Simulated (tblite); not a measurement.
Compound: C₅H₉FN₂Si.
Structure used (GFN2-xTB), in Å, numbered top down from 1:
```
atom  x, y, z in Å
N1    -3.7541    1.6128   -0.6139
C2    -3.0423    0.8697   -0.1162
C3    -2.1264   -0.0489    0.5051
C4    -0.7151    0.5517    0.5807
C5    -0.0726    0.7396   -0.8010
Si6    1.0616   -0.7412   -0.3918
C7     2.9584   -0.5167   -0.3376
F8     3.5473   -1.7200    0.0003
N9     0.2624   -0.3952    1.0920
H10   -2.0898   -0.9710   -0.0814
H11   -2.4916   -0.2842    1.5092
H12   -0.7447    1.4638    1.1880
H13    0.4096    1.7059   -0.9044
H14   -0.7714    0.6212   -1.6216
H15    0.7696   -1.9961   -1.0967
H16    3.2911    0.2090    0.4075
H17    3.3750   -0.2407   -1.3082
H18    0.1241   -0.8532    1.9784
```

All values are computed: GFN2-xTB (tblite) harmonic vibrations without scaling, gas phase. Errors from tens to a few hundred cm⁻¹ against measured bands are possible. Modes of hydrogen on silicon can be 10 to 20 % off. One conformer, not necessarily the lowest.

Harmonic wavenumbers (cm⁻¹): 33.9, 51.6, 59.4, 114.4, 143.1, 177.2, 259.1, 340.7, 386.7, 400.4, 447.0, 517.0, 539.6, 588.3, 675.0, 706.7, 741.5, 760.6, 778.8, 867.3, 926.0, 942.9, 1004.9, 1028.0, 1041.5, 1070.4, 1097.5, 1158.9, 1169.4, 1202.7, 1223.3, 1245.4, 1278.2, 1300.0, 1320.0, 1426.0, 1436.9, 1474.3, 2217.7, 2411.8, 2902.9, 2952.7, 2963.0, 2966.9, 2969.9, 3038.3, 3048.1, 3456.8.

A = 5307, B = 554.9, C = 532.4 MHz; mass 144.052 u (most abundant isotopes); point group C1, symmetry number 1.

Problem. What is the zero-point energy?

Solution. ½Σν̃ = 29431 cm⁻¹ = 84.15 kcal/mol.

Problem. Entropy at 298.15 K, 1 bar (ideal gas, RRHO, classical rotation)?

Solution. Translation 40.83, rotation 29.71, vibration 32.93: S = 103.5 cal/(mol K).

Problem. And Cp and H(298.15 K) − H(0)?

Solution. Cp = 39.41 cal/(mol K), of which vibrations give 31.46 (their classical limit is 48 R = 95.4); H(298.15 K) − H(0) = 7.23 kcal/mol without the zero-point energy, 4.86 from vibrations.

Problem. Blend soft modes into free rotors: weight 1/[1 + (100 cm⁻¹/ν̃)⁴] for the oscillator and the rest for a rotor with moment μB/(μ + B), μ = h/(8π²ν), B = 10⁻⁴⁴ kg m². What vibrational entropy results?

Solution. 28.94 cal/(mol K) in place of 32.93, which changes −T·S at 298.15 K by +1.19 kcal/mol.

Problem. Which modes carry the vibrational entropy at 298.15 K?

Solution. 33.9 cm⁻¹: 5.59; 51.6 cm⁻¹: 4.76; 59.4 cm⁻¹: 4.48; 114.4 cm⁻¹: 3.19; 143.1 cm⁻¹: 2.76; 177.2 cm⁻¹: 2.36 cal/(mol K); the other 42 give 9.80 together.

Problem. How do the functions run with temperature in this model?

Solution. 
| T (K) | S (cal/(mol K)) | Cp (cal/(mol K)) | H − H(0) (kcal/mol) | G − H(0) (kcal/mol) | ln q(vib) |
| --- | --- | --- | --- | --- | --- |
| 150 | 82.2 | 24.3 | 2.53 | -9.81 | 4.16 |
| 250 | 97.0 | 34.4 | 5.45 | -18.79 | 7.03 |
| 400 | 116.5 | 49.2 | 11.76 | -34.83 | 11.14 |
| 600 | 139.3 | 63.6 | 23.14 | -60.46 | 16.42 |
| 900 | 167.8 | 76.8 | 44.36 | -106.69 | 23.74 |

q(vib) and H(0) count from the zero-point level.

Hindered rotation and anharmonicity are outside this model. Other conformers, if any are populated, would add a mixing term that is left out. The structure is chiral; the term R ln 2 for an equal mix with its mirror image is left out.
